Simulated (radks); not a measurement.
The numbers below are computed, except where a source is named.
All-electron atom: Bi LII in [Ar] 3d10 4s2 4p2 (the NIST ground configuration).

Code: a radial shooting solver on a logarithmic mesh with Libxc functionals. Model: scalar-relativistic Kohn-Sham, r2SCAN, spin-polarised, spherical densities, finite nucleus; open shells are filled with parallel spins first (spin-orbit coupling, left out, can overturn this in heavy ions); meta-GGA in the generalised Kohn-Sham scheme; Fermi nuclear charge, rms radius 5.5211 fm.

Energy parts (eV):
total: -532717.31
kinetic: 610410.78
electron-nucleus: -1232404.78
Hartree: 97077.26
exchange-correlation: -7800.56

Orbitals (lengths in bohr, moments of r in powers of bohr):
orbital,occ.,eigenvalue (eV),<r>,<1/r>
1s up,1,-93518.13,0.01579,103.2
1s down,1,-93514.15,0.01579,103.2
2s up,1,-19085.06,0.06637,24.31
2s down,1,-19084.13,0.06637,24.31
2p up,3,-16730.93,0.06042,21.26
2p down,3,-16728.43,0.06042,21.26
3s up,1,-6579.452,0.1687,9.177
3s down,1,-6577.355,0.1687,9.173
3p up,3,-5898.346,0.1699,8.299
3p down,3,-5895.587,0.1698,8.298
3d up,5,-5238.324,0.1533,7.771
3d down,5,-5235.384,0.1532,7.772
4s up,1,-3191.127,0.3353,4.481
4s down,1,-3172.372,0.3352,4.486
4p up,2,-2933.169,0.3456,4.147
4p down,0,-2914.624,0.3454,4.151
4d up,0,-2669.050,0.3405,3.901
4d down,0,-2652.112,0.3398,3.912
5s up,0,-1858.692,0.5600,2.679
5s down,0,-1833.323,0.5529,2.739

The highest occupied level is 4p up at -2933.2 eV. The electron density at the nucleus is 3.219e+06 e/bohr^3 (large components only). The spin density at the nucleus is -44.61 e/bohr^3 (1s -75.61, 2s 32.19, 3s 53.04, 4s -54.24).
